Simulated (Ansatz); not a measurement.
System: CBr₃, charge 0, doublet. CBr3 (SMILES Br[C](Br)Br, doublet).
B3LYP-D3(BJ)/def2-TZVP minimum from Ansatz (a quantum-chemistry and plane-wave program):
```
C
Br 1 1.8821
Br 1 1.8821 2 117.37
Br 1 1.8821 2 117.37 3 -148.30
```
Charge 0, spin multiplicity 2.

Hartree-Fock and CCSD correlation energies in hartree (Ansatz). Radicals and triplets start from unrestricted determinants; spin-orbit coupling is neglected. Cores are frozen in correlated methods (noble-gas shells, and filled d and f shells in the p block). No relativity. Spin-orbit terms, left out, reach several kcal/mol for Br and I, and more for heavier atoms.

```tsv
basis	X	E(HF)	E(corr, CCSD)
cc-pVTZ	3	-7755.20376	-0.66265
cc-pVQZ	4	-7755.21530	-0.72100
cc-pV5Z	5	-7755.21678	withheld
```

**Question.** Fit E(corr) = E∞ + A/X³ to X = 3 and 4, predict X = 5, and compare with the run.

**Answer.** A = (-0.66265 - (-0.72100))/(1/27 - 1/64) = 2.7251; E∞ = -0.72100 - A/64 = -0.76358; at X = 5, E∞ + A/125 = -0.74178. The run gave -0.74140, 0.38 mEh above the prediction. The same form on X = 4 and 5 gives E∞ = -0.76280, 0.78 mEh above the first estimate.
